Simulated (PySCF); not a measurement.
# Finite-field polarisability of Be (beryllium, neutral)

[He] 2s2, closed-shell 1S. Computed with PySCF 2.14 in aug-cc-pCVTZ-DK (7s6p4d2f, 59 functions), with the spin-free X2C one-electron Hamiltonian (Gaussian nucleus). Frozen: 1s2. Energy changes in a uniform field (μhartree):

```csv
axis,F (au),HF,MP2,CCSD,CCSD(T)
x,0.0021,-100.246,-93.541,-83.506,-83.506
x,0.0042,-401.254,-374.436,-334.287,-334.287
```

Derive α along x at CCSD(T) from the two fields.

With ΔE = −αF²/2 − γF⁴/24, α = −(16 ΔE(F) − ΔE(2F))/(6F²) = 37.86 bohr³.

And the mean polarisability at each level?

HF 45.45, MP2 42.41, CCSD 37.86, CCSD(T) 37.86 bohr³. Reference: 37.74 ± 0.03 bohr³ (recommended; Schwerdtfeger and Nagle, table of static dipole polarizabilities (2023 update)).
